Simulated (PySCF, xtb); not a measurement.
CH3BBr2, SMILES CB(Br)Br.

GFN2-xTB (xtb 6.7.1) at its own geometry gives an orbital gap of 3.97 eV and a dipole moment of 3.69 D.

The structure is a stationary point at B3LYP-D3(BJ)/def2-SVP.

What does M06-2X/def2-TZVP (PySCF) give? (An estimate is asked for; the answer gives what the named calculation found.)

gap 8.68 eV (levels -9.44 and -0.75 eV), dipole 1.48 D.
